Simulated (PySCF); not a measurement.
C4H5Si, doublet (typed; the unrestricted solution is spin-contaminated), at a GFN2-xTB geometry, with bond 6-1 at 2.2 times its length; HF/3-21G run with PySCF.

Here is a job for PySCF.
```python
from pyscf import gto, scf

mol = gto.M(
    atom='''
C    -0.60019287   -1.32209793   -0.01120819
C     0.73500498   -1.08278056   -0.21295673
Si    0.98219806    0.72984330   -0.10194711
C    -0.79575565    1.03763847    0.21926233
C    -1.42349881   -0.18164949    0.22125698
H    -1.53718972   -3.50427212   -0.03862019
H     1.44596093   -1.86909775   -0.39704494
H     2.14030808    1.59040173   -0.22215297
H    -1.32017263    1.96256745    0.38398876
H    -2.48411462   -0.29434522    0.38801047
''',
    basis='3-21g',
    spin=1,
    verbose=4,
)

mf = scf.UHF(mol)
mf.kernel()
mo_i, mo_e, stable_i, stable_e = mf.stability(internal=True, external=True, return_status=True, nroots=6, tol=1e-6)
print('internally stable:', stable_i, ' externally stable:', stable_e)
if not stable_i:
    umf = mf.copy()
    umf.scf_summary = {}
    umf.kernel(umf.make_rdm1(mo_i, mf.mo_occ))
```

Output, abridged:

```
PySCF version 2.14.0

[INPUT] verbose = 4
[INPUT] num. atoms = 10
[INPUT] num. electrons = 43
[INPUT] charge = 0
[INPUT] spin (= nelec alpha-beta = 2S) = 1
[INPUT] symmetry False subgroup None
[INPUT] Mole.unit = angstrom
[INPUT] Symbol           X                Y                Z      unit          X                Y                Z       unit  Magmom
[...]
nuclear repulsion = 189.57430159004
number of shells = 37
number of NR pGTOs = 102
number of NR cGTOs = 59
basis = 3-21g
ecp = {}

******** <class 'pyscf.scf.uhf.UHF'> ********
method = UHF
initial guess = minao
damping factor = 0
level_shift factor = 0
DIIS = <class 'pyscf.scf.diis.CDIIS'>
diis_start_cycle = 1
diis_space = 8
diis_damp = 0
SCF conv_tol = 1e-09
SCF conv_tol_grad = None
SCF max_cycles = 50
direct_scf = True
direct_scf_tol = 1e-13
number electrons alpha = 22  beta = 21
Set gradient conv threshold to 3.16228e-05
init E= -441.39963475577

cycle= 1 E= -440.553536264852  delta_E= 0.846  |g|= 0.259  |ddm|= 2.25
cycle= 2 E= -440.612036019092  delta_E= -0.0585  |g|= 0.109  |ddm|= 0.511
cycle= 3 E= -440.620966405655  delta_E= -0.00893  |g|= 0.0661  |ddm|= 0.226
cycle= 4 E= -440.625406833159  delta_E= -0.00444  |g|= 0.0249  |ddm|= 0.117
cycle= 5 E= -440.627545607609  delta_E= -0.00214  |g|= 0.026  |ddm|= 0.0601
cycle= 6 E= -440.627700759719  delta_E= -0.000155  |g|= 0.0264  |ddm|= 0.00373
cycle= 7 E= -440.625850620738  delta_E= 0.00185  |g|= 0.0153  |ddm|= 0.0813
cycle= 8 E= -440.626486458869  delta_E= -0.000636  |g|= 0.00886  |ddm|= 0.0677
cycle= 9 E= -440.626941890381  delta_E= -0.000455  |g|= 0.0058  |ddm|= 0.0549
cycle= 10 E= -440.627159192499  delta_E= -0.000217  |g|= 0.00428  |ddm|= 0.0306
cycle= 11 E= -440.627325450755  delta_E= -0.000166  |g|= 0.00247  |ddm|= 0.0357
cycle= 12 E= -440.627382344014  delta_E= -5.69e-05  |g|= 0.000899  |ddm|= 0.0279
cycle= 13 E= -440.627385926389  delta_E= -3.58e-06  |g|= 0.000439  |ddm|= 0.00574
cycle= 14 E= -440.627386449772  delta_E= -5.23e-07  |g|= 0.000246  |ddm|= 0.00196
cycle= 15 E= -440.627386654257  delta_E= -2.04e-07  |g|= 0.000147  |ddm|= 0.00141
cycle= 16 E= -440.627386701723  delta_E= -4.75e-08  |g|= 0.000143  |ddm|= 0.000301
cycle= 17 E= -440.627386702488  delta_E= -7.65e-10  |g|= 0.000145  |ddm|= 0.000101
cycle= 18 E= -440.627386718336  delta_E= -1.58e-08  |g|= 0.000159  |ddm|= 0.000479
cycle= 19 E= -440.627386706987  delta_E= 1.13e-08  |g|= 0.000149  |ddm|= 0.000422
[...]
converged SCF energy = -440.627387545917  <S^2> = 0.8652143  2S+1 = 2.1120741
<class 'pyscf.scf.uhf.UHF'> wavefunction has an internal instability
<class 'pyscf.scf.uhf.UHF'> wavefunction is stable in the real -> complex stability analysis
<class 'pyscf.scf.uhf.UHF'> wavefunction has an UHF/UKS -> GHF/GKS instability
internally stable: False  externally stable: False
[...]
cycle= 21 E= -440.712352240885  delta_E= 0.000211  |g|= 0.00371  |ddm|= 0.0357
cycle= 22 E= -440.713088705085  delta_E= -0.000736  |g|= 0.00456  |ddm|= 0.117
cycle= 23 E= -440.712147023331  delta_E= 0.000942  |g|= 0.0035  |ddm|= 0.153
cycle= 24 E= -440.711981933689  delta_E= 0.000165  |g|= 0.00332  |ddm|= 0.0312
cycle= 25 E= -440.710110269446  delta_E= 0.00187  |g|= 0.00983  |ddm|= 0.257
cycle= 26 E= -440.710500498601  delta_E= -0.00039  |g|= 0.00787  |ddm|= 0.0351
cycle= 27 E= -440.710856788915  delta_E= -0.000356  |g|= 0.00679  |ddm|= 0.0399
cycle= 28 E= -440.712096213835  delta_E= -0.00124  |g|= 0.00383  |ddm|= 0.205
cycle= 29 E= -440.711433969773  delta_E= 0.000662  |g|= 0.00428  |ddm|= 0.123
cycle= 30 E= -440.710112400002  delta_E= 0.00132  |g|= 0.00964  |ddm|= 0.156
cycle= 31 E= -440.711496945278  delta_E= -0.00138  |g|= 0.00424  |ddm|= 0.167
cycle= 32 E= -440.711699362403  delta_E= -0.000202  |g|= 0.00388  |ddm|= 0.0365
cycle= 33 E= -440.71180802224  delta_E= -0.000109  |g|= 0.00387  |ddm|= 0.0207
cycle= 34 E= -440.711075736745  delta_E= 0.000732  |g|= 0.00544  |ddm|= 0.123
cycle= 35 E= -440.712004259968  delta_E= -0.000929  |g|= 0.00377  |ddm|= 0.16
cycle= 36 E= -440.712161591875  delta_E= -0.000157  |g|= 0.00396  |ddm|= 0.0299
cycle= 37 E= -440.712969042886  delta_E= -0.000807  |g|= 0.00512  |ddm|= 0.135
cycle= 38 E= -440.712524131733  delta_E= 0.000445  |g|= 0.00484  |ddm|= 0.0699
cycle= 39 E= -440.712211144545  delta_E= 0.000313  |g|= 0.00461  |ddm|= 0.0551
cycle= 40 E= -440.712217535174  delta_E= -6.39e-06  |g|= 0.00458  |ddm|= 0.00113
cycle= 41 E= -440.712251063661  delta_E= -3.35e-05  |g|= 0.00463  |ddm|= 0.00618
cycle= 42 E= -440.712038809326  delta_E= 0.000212  |g|= 0.00475  |ddm|= 0.0392
cycle= 43 E= -440.709628277619  delta_E= 0.00241  |g|= 0.0147  |ddm|= 0.302
cycle= 44 E= -440.711332857502  delta_E= -0.0017  |g|= 0.00536  |ddm|= 0.174
cycle= 45 E= -440.711509418379  delta_E= -0.000177  |g|= 0.00512  |ddm|= 0.03
cycle= 46 E= -440.71142281123  delta_E= 8.66e-05  |g|= 0.00506  |ddm|= 0.0157
cycle= 47 E= -440.710555491037  delta_E= 0.000867  |g|= 0.00781  |ddm|= 0.115
cycle= 48 E= -440.710987206971  delta_E= -0.000432  |g|= 0.00603  |ddm|= 0.0496
cycle= 49 E= -440.710274693611  delta_E= 0.000713  |g|= 0.00893  |ddm|= 0.0765
cycle= 50 E= -440.710757668955  delta_E= -0.000483  |g|= 0.00669  |ddm|= 0.0483
SCF not converged.
SCF energy = -440.710757668955 after 50 cycles  <S^2> = 1.9190633  2S+1 = 2.9455481
```

Convergence was not reached.
